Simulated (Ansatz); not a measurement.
CH$_{5}$GaO$_{2}$S, SMILES `C[O][Ga]([OH])[SH]`. Total charge 0; spin multiplicity 1. Correlated methods include outer-core shells of Ga, which these sets cover unevenly. Scalar relativity is left out up to krypton.

```xyz
10

C     1.317    0.384   -0.913
O     0.305   -0.551   -0.635
Ga   -0.926   -0.295    0.626
O    -0.920    1.164    1.646
S    -2.449   -1.819    0.921
H     2.104   -0.116   -1.485
H     0.944    1.222   -1.517
H     1.782    0.797   -0.007
H    -0.225    1.789    1.427
H    -1.932   -2.576   -0.062
```

Task: Give the diagnostics of a CCSD(T)/def2-TZVPP run (frozen core, the Gaussian-basis code of Ansatz). (Best estimate.)

Result: The calculation gave: T1 = 0.0138, largest single amplitude 0.033, largest double 0.028, (T) share of the correlation energy 3.9 %, 10 CCSD cycles. The RHF solution is stable towards an unrestricted one. T1 lies under the customary mark of 0.02 for closed shells.
